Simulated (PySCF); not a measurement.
Highest orbital energy against ionisation energy along group 16

Calculated with PySCF 2.14, no spin-orbit coupling. Each cell gives −ε(HOMO) / ΔSCF in eV; NIST values include spin-orbit coupling, (s) semi-empirical, (t) theoretical.

| species | UHF | LDA | PBE | PBE0 | r2SCAN | NIST (lowest levels) |
| --- | --- | --- | --- | --- | --- | --- |
| O⁺ (x2c-QZVPPall with one added diffuse shell each of s, p, d, f type, spin-free X2C) | 36.205 / 34.570 | 26.438 / 35.582 | 26.359 / 35.271 | 28.969 / 35.305 | 27.291 / 35.477 | 35.121 |
| S⁺ (x2c-QZVPPall with one added diffuse shell each of s, p, d, f type, spin-free X2C) | 23.454 / 22.711 | 17.880 / 23.392 | 17.906 / 23.301 | 19.477 / 23.369 | 18.452 / 23.495 | 23.338 |
| Se⁺ (x2c-QZVPPall with one added diffuse shell each of s, p, d, f type, spin-free X2C) | 21.428 / 20.838 | 16.441 / 21.468 | 16.403 / 21.300 | 17.848 / 21.394 | 16.921 / 21.579 | 21.196 ± 0.01 |
| Te⁺ (x2c-QZVPPall with one added diffuse shell each of s, p, d, f type, spin-free X2C) | 18.830 / 18.345 | 14.603 / 18.942 | 14.533 / 18.753 | 15.796 / 18.855 | 14.985 / 18.994 | 18.6 ± 0.4 |

Question: How far is −ε(HOMO) from ΔSCF on average for each method, and why?

Answer: UHF 0.86 eV; LDA -6.01 eV; PBE -5.86 eV; PBE0 -4.21 eV; r2SCAN -5.47 eV. Hartree-Fock orbital energies lack relaxation and so exceed the ΔSCF value; semilocal functionals have convex E(N) from self-interaction, so their HOMO lies far too high; exact exchange moves hybrids part of the way back.
